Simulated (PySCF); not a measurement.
Computed with PBE-D3(BJ)/def2-TZVP // PBE0-D4/def2-TZVP in PySCF 2.14.0. All species are isolated molecules in the gas phase. One relaxed conformer stands for a flexible species; it need not be the lowest. Excitations are Tamm–Dancoff values on a coarser integration grid. The basis has no diffuse functions, so Rydberg states are missing or too high.

Reference species (SMILES): `O[C@H](C)B` (neutral, multiplicity 1).

```
Item                    Value
-------------------  --------
T1 excitation (TDA)   3.39 eV
S1–T1 gap (TDA)       0.25 eV
LUMO                 -2.62 eV
```

After one change: the T1 excitation (TDA) rises by 2.41 eV; the S1–T1 gap (TDA) goes up by 0.29 eV; the LUMO increases by 1.87 eV.

Q: Which change was made? The new species is one of these.
A. `BOCC` (B–O–C–C torsion 115°)
B. `BCOC`
C. `CCBO` (C–C–B–O torsion 0°, C–B–O–H torsion 0°)
D. `CB(C)O` (C–B–O–H torsion 2°)

A: C, `CCBO` (C–C–B–O torsion 0°, C–B–O–H torsion 0°)
